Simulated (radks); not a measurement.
Values are calculated unless marked as measured or tabulated.
Question: Ionisation of the arsenic ion As3+, [Ar] 3d10 4s2, to As4+, [Ar] 3d10 4s1, under several functionals. Dirac Kohn-Sham, spin-unpolarised, spherical densities, finite nucleus; a radial shooting solver on a logarithmic mesh with Libxc functionals. The NIST Atomic Spectra Database gives 50.2 eV (measured). Rank these functionals by the error of their Delta-SCF ionisation energy: PW91; HCTH/407; XLYP; LDA (Slater exchange, Perdew-Zunger correlation); revPBE.

Answer: From best to worst: revPBE 50.444 eV (+0.294); HCTH/407 50.517 eV (+0.367); PW91 50.769 eV (+0.619); XLYP 50.870 eV (+0.720); LDA (Slater exchange, Perdew-Zunger correlation) 51.113 eV (+0.963). Spin polarisation and multiplet splitting are left out, so open shells lie too high by an amount that depends on their filling.

Beside tabulated values, note that spin-unpolarised runs miss the spin-polarisation part of the exchange energy of open shells.
